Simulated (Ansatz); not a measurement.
Consider the cleavage of the B–B bond: `BB(O)Br` + HBr → `OB(Br)Br` + BH₃.

Calculated with Ansatz (gas phase, PBE0-D4/def2-TZVP geometries, no zero-point term in ΔE). CCSD(T)/CBS is the MP2 limit (def2-TZVPP, def2-QZVPP) plus CCSD(T) − MP2 in def2-TZVPP, frozen cores. This one scheme is used for every species. DFT in def2-TZVPP. For Br outer-core shells are correlated without core-valence functions, which leaves a few kJ/mol of doubt a bond. Scalar relativity is left out up to krypton. Each species was taken in one conformer, which may not be the lowest.

`BB(O)Br`:

Z-matrix (Å, degrees):
```
B
B 1 1.660
H 1 1.196 2 121.0
H 1 1.196 2 121.0 3 -173.3
O 2 1.338 1 132.3 3 -93.3
Br 2 1.968 1 107.5 3 86.7
H 5 0.963 2 114.5 1 180.0
```

HBr:

Cartesian coordinates in Å:
```
Br 0.493 -0.234 0.455
H -0.493 0.234 -0.455
```

`OB(Br)Br`:

Z-matrix (Å, degrees):
```
B
O 1 1.337
Br 1 1.925 2 121.2
Br 1 1.907 2 118.7 3 180.0
H 2 0.963 1 113.7 3 -0.0
```

BH₃:

Z-matrix (Å, degrees):
```
B
H 1 1.193
H 1 1.193 2 120.0
H 1 1.193 2 120.0 3 180.0
```

| level | ΔE (kJ/mol) | difference from CCSD(T)/CBS |
| --- | --- | --- |
| revPBE-D4 | -62.6 | 10.5 |
| r2SCAN-D4 | -66.6 | 6.5 |
| B97M-V | -63.2 | 9.9 |
| ωB97M-V | -72.4 | 0.7 |
| PBE | -58.4 | 14.7 |
| revPBE | -59.3 | 13.8 |
| BLYP | -59.3 | 13.8 |
| r2SCAN | -66.5 | 6.6 |
| r2SCANh | -67.8 | 5.3 |
| r2SCAN0 | -69.5 | 3.6 |
| HF/def2-SVP | -76.7 | -3.6 |
| CCSD/def2-SVP | -72.7 | 0.4 |
| CCSD(T)/def2-SVP | -73.5 | -0.4 |
| HF/def2-TZVPP | -75.1 | -2.0 |
| CCSD/def2-TZVPP | -71.6 | 1.5 |
| SCS-MP2/def2-QZVPP | -81.3 | -8.2 |
| CCSD(T)/CBS | -73.1 | 0 |

(1) What do rigid-rotor, harmonic-oscillator terms from PBE0-D4/def2-TZVP frequencies (298.15 K, 1 bar) make of the CCSD(T)/CBS value? (Best estimate.)

Largest T1 diagnostic among the species: 0.011.

Results:

(1) The calculation gave: ΔZPE = +2.3 kJ/mol, ΔH = -71.3 kJ/mol, ΔS = -7 J/(mol·K), ΔG = -69.1 kJ/mol.

From BLYP to BHLYP (50 % exact exchange), in def2-TZVPP and without D4, ΔE moves by −9.5 kJ/mol. Leaving LDA and LC-ωPBE aside and taking each functional with its dispersion term where it has one, the values, not all of them listed here, spread over 14.2 kJ/mol, from PBE-QIDH to PBE-D4.
